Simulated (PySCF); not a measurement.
# Gd(OH)3 at several levels of theory

Computed with PySCF 2.14.0 (density fitting, no spin-orbit coupling) at the geometry relaxed with PBE0:

```xyz
7
Gd(OH)3 (singlet in the valence; each metal's 4f electrons, 7 of them, lie in its core potential, out of spins and levels)
Gd    0.0000    0.0000    0.0520
O     2.0698    0.0000    0.1289
H     3.0235    0.0000    0.1919
O    -1.0349    1.7925    0.1289
H    -1.5118    2.6185    0.1919
O    -1.0349   -1.7925    0.1289
H    -1.5118   -2.6185    0.1919
```

```
 level                                                 basis    state  HOMO (eV)  gap (eV)  charge on Gd1 (e)  population of f-type functions on Gd1 (polarisation alone where 4f lies in the core)  dipole about the centre of mass (D)  largest force component (eV/Å)
  PBE0     Gd lcecp-1-SVP with ECP53, O def2-SVP, H def2-SVP  singlet      -7.59      6.30               1.10                                                                                  0.09                                 0.27                            0.01
  TPSS                                              the same  singlet      -5.99      4.24               0.98                                                                                  0.09                                 0.26                            0.53
    HF                                              the same  singlet     -11.88     12.70               1.58                                                                                  0.09                                 0.34                            1.55
 wB97X                                              the same  singlet     -10.07     10.54               1.11                                                                                  0.10                                 0.29                            0.27
r2SCAN                                              the same  singlet      -6.27      4.69               1.06                                                                                  0.09                                 0.27                            0.16
  PBE0  Gd lcecp-1-TZVP with ECP53, O def2-TZVP, H def2-TZVP  singlet      -7.86      6.50               1.64                                                                                  0.10                                 0.31                            0.27
```

In the lcecp rows the 4f levels are missing from HOMO and gap, and the state counts the valence alone.

HOMO and gap are taken over both spins. Charges are Mulliken's, which hang on the basis. The relaxation used the grid (50, 194), these runs (75, 302) or, all-electron (x2c bases, spin-free X2C Hamiltonian), (99, 590).

(1) What does PBE0 with Gd def2-SVP with ECP28, O def2-SVP, H def2-SVP give here?

An lcecp potential fixes the number of 4f electrons, so in runs with it no electron can move into or out of that shell.

Rows with open f shells in the valence may stand above their lowest state, and their gaps can end on f levels.

Results:

(1) state octet, HOMO (eV) -7.15, gap (eV) 4.51, charge on Gd1 (e) 1.29, population of f-type functions on Gd1 (polarisation alone where 4f lies in the core) 6.90, dipole about the centre of mass (D) 0.27, largest force component (eV/Å) 0.80. Time: 24 s on 2 threads of AMD EPYC 9R45 96-Core Processor (Zen 5), on a shared host, from free ions and atoms.
